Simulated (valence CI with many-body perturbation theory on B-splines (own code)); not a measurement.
# P: electric-dipole lines

Method: configuration interaction combined with many-body perturbation theory (CI+MBPT): five valence electrons over a frozen Dirac-Fock core [Ne], a basis of 9 s, 9 p, 8 d, 6 f, 3 g, 1 h functions for each j, with the one-electron correlation potential Σ1 (screened to all orders), the two-electron term Σ2, the three-electron term Σ3, Breit, model QED; selected single and double excitations, second order for the rest, scaled by the run's own slope (own B-spline code, finite nucleus).

Set against measurement, 25 paired levels are off by 56 cm⁻¹ on average, the worst by 186. These come from a selection out of the NIST Handbook of Basic Atomic Spectroscopic Data. Levels without a partner in it may be off by more. Among the levels kept, up to 2600 cm⁻¹ of a level comes from second order outside the variational space, and about a tenth of that is noise between levels of different J, which matters for small intervals.

Lines 101 to 150 of 293 in falling wavelength, among levels below 9.319 eV, chosen from the strongest by gf and those to the six lowest levels. Wavelengths and rates use the calculated energies, so an error of 60 cm⁻¹ moves a line at 14170 Å by 0.85 % and its rate by three times that or more. Electric multipoles are in the length gauge, E1 and E2 with the static RPA response of the core. Weak lines are less certain than strong ones. Lines between different terms over intervals too small for the method are left out, as are lines whose strength nearly cancels. Where a level lies close to another of its J and parity, the split of strength between their lines is uncertain. The highest levels of a list are the least certain.

Names give the largest LS component (configuration and term), which can be under half, so a name can repeat, a term be missing and a line seem to break the LS rules; names also repeat where a configuration has a term twice. Letters in brackets count levels of one name in rising energy.

```tsv
λ vac (Å)	λ from measured levels	Upper	Lower	A (s⁻¹)	log gf	Branch %
14170	14260	3s²3p²4p ⁴S°_3/2	3s3p⁴ ⁴P_1/2	4.61e+05	-1.26	1.5
14030		3s²3p²5s ⁴P_3/2	3s²3p²4p ⁴D°_1/2	2.23e+05	-1.58	0.1
13980		3s²3p²3d ⁴P_3/2	3s²3p²4p ⁴D°_3/2	1.46e+06	-0.77	0.6
13980	14050	3s²3p²4p ⁴S°_3/2	3s3p⁴ ⁴P_3/2	7.02e+05	-1.08	2.2
13900		3s²3p²5s ⁴P_5/2	3s²3p²4p ⁴D°_5/2	1.52e+06	-0.58	5.9
13840		3s²3p²3d ⁴P_1/2	3s²3p²4p ⁴D°_3/2	4.44e+05	-1.59	0.1
13810		3s²3p²3d ²D_5/2 [b]	3s²3p²4p ⁴D°_7/2	1.20e+05	-1.69	0.0
13750		3s²3p²3d ⁴P_3/2	3s²3p²4p ⁴D°_1/2	2.43e+05	-1.56	0.1
13670	13700	3s²3p²4p ⁴S°_3/2	3s3p⁴ ⁴P_5/2	7.79e+05	-1.06	2.5
13630		3s²3p²5s ⁴P_5/2	3s²3p²4p ⁴D°_3/2	1.48e+05	-1.61	0.6
13620		3s²3p²3d ⁴P_1/2	3s²3p²4p ⁴D°_1/2	5.89e+05	-1.48	0.1
12030	12050	3s²3p²4p ²S°_1/2	3s²3p²4s ⁴P_1/2	4.88e+04	-2.67	0.6
11930	11950	3s²3p²4p ⁴P°_5/2	3s²3p²4s ²P_3/2	2.86e+05	-1.44	1.1
11580	11550	3s²3p²4p ⁴S°_3/2	3s²3p²4s ²P_3/2	2.79e+05	-1.65	0.9
11560		3s²3p²5s ²P_1/2	3s²3p²4p ²S°_1/2	3.68e+06	-0.83	3.3
11540	11580	3s²3p²4p ²D°_3/2 [a]	3s²3p²4s ²P_3/2	2.10e+06	-0.78	9.8
11160	11160	3s²3p²4p ⁴S°_3/2	3s²3p²4s ²P_1/2	2.07e+06	-0.81	6.6
11160	11190	3s²3p²4p ²D°_5/2 [a]	3s²3p²4s ²P_3/2	1.95e+07	0.34	97.4
11120	11190	3s²3p²4p ²D°_3/2 [a]	3s²3p²4s ²P_1/2	1.53e+07	0.05	71.6
11090		3s²3p²5s ²P_3/2	3s²3p²4p ²S°_1/2	3.49e+06	-0.59	3.1
10960	10980	3s²3p²4p ⁴D°_3/2	3s²3p²4s ⁴P_5/2	5.22e+05	-1.43	2.4
10940		3s²3p²4p ²D°_3/2 [b]	3s²3p²4s ²D_5/2	2.06e+06	-0.83	11.2
10930		3s²3p²4p ²D°_3/2 [b]	3s²3p²4s ²D_3/2	1.45e+07	0.02	78.6
10890		3s²3p²4p ²D°_5/2 [b]	3s²3p²4s ²D_5/2	1.63e+07	0.24	82.3
10880		3s²3p²4p ²D°_5/2 [b]	3s²3p²4s ²D_3/2	1.49e+06	-0.80	7.5
10800	10770	3s²3p²4p ⁴D°_1/2	3s²3p²4s ⁴P_3/2	2.62e+06	-1.04	12.3
10790	10820	3s²3p²4p ⁴D°_5/2	3s²3p²4s ⁴P_5/2	4.06e+06	-0.37	18.7
10660	10680	3s²3p²4p ⁴D°_3/2	3s²3p²4s ⁴P_3/2	9.82e+06	-0.17	45.3
10590	10580	3s²3p²4p ⁴D°_7/2	3s²3p²4s ⁴P_5/2	2.15e+07	0.46	99.7
10590	10600	3s²3p²4p ⁴D°_1/2	3s²3p²4s ⁴P_1/2	1.86e+07	-0.20	87.5
10500	10530	3s²3p²4p ⁴D°_5/2	3s²3p²4s ⁴P_3/2	1.76e+07	0.24	81.1
10450	10510	3s²3p²4p ⁴D°_3/2	3s²3p²4s ⁴P_1/2	1.13e+07	-0.13	52.1
10440		3s²3p²4p ²F°_7/2	3s²3p²4s ²D_5/2	2.19e+07	0.46	99.7
10420		3s²3p²4p ²F°_5/2	3s²3p²4s ²D_5/2	1.77e+06	-0.76	7.9
10410		3s²3p²4p ²F°_5/2	3s²3p²4s ²D_3/2	2.04e+07	0.30	91.7
10240		3s²3p²4p ²P°_1/2	3s²3p²4s ²P_3/2	8.00e+06	-0.60	36.2
10070		3s²3p²4p ²P°_3/2	3s²3p²4s ²P_3/2	1.94e+07	0.07	86.5
9978	9979	3s²3p²4p ⁴P°_3/2	3s²3p²4s ⁴P_5/2	3.43e+06	-0.69	12.7
9909		3s²3p²4p ²P°_1/2	3s²3p²4s ²P_1/2	1.41e+07	-0.38	63.6
9789	9753	3s²3p²4p ⁴P°_1/2	3s²3p²4s ⁴P_3/2	2.18e+07	-0.20	85.2
9787	9800	3s²3p²4p ⁴P°_5/2	3s²3p²4s ⁴P_5/2	2.01e+07	0.24	77.7
9748		3s²3p²4p ²P°_3/2	3s²3p²4s ²P_1/2	2.99e+06	-0.77	13.3
9734	9737	3s²3p²4p ⁴P°_3/2	3s²3p²4s ⁴P_3/2	1.03e+07	-0.23	38.1
9611	9612	3s²3p²4p ⁴P°_1/2	3s²3p²4s ⁴P_1/2	3.28e+06	-1.04	12.8
9558	9596	3s²3p²4p ⁴P°_3/2	3s²3p²4s ⁴P_1/2	1.26e+07	-0.16	46.8
9552	9566	3s²3p²4p ⁴P°_5/2	3s²3p²4s ⁴P_3/2	5.16e+06	-0.37	19.9
9546	9528	3s²3p²4p ⁴S°_3/2	3s²3p²4s ⁴P_5/2	2.10e+07	0.06	66.8
9519	9548	3s²3p²4p ²D°_3/2 [a]	3s²3p²4s ⁴P_5/2	3.38e+06	-0.74	15.8
9322	9308	3s²3p²4p ⁴S°_3/2	3s²3p²4s ⁴P_3/2	4.97e+06	-0.59	15.8
9257	9281	3s²3p²4p ²D°_5/2 [a]	3s²3p²4s ⁴P_5/2	3.82e+05	-1.53	1.9
```

Task: How does gf follow from A for the line at 10880 Å?

Result: gf = 1.4992 × (2J+1)_upper × A / σ², with σ = 9191 cm⁻¹ and 2J+1 = 6: gf = 0.159.
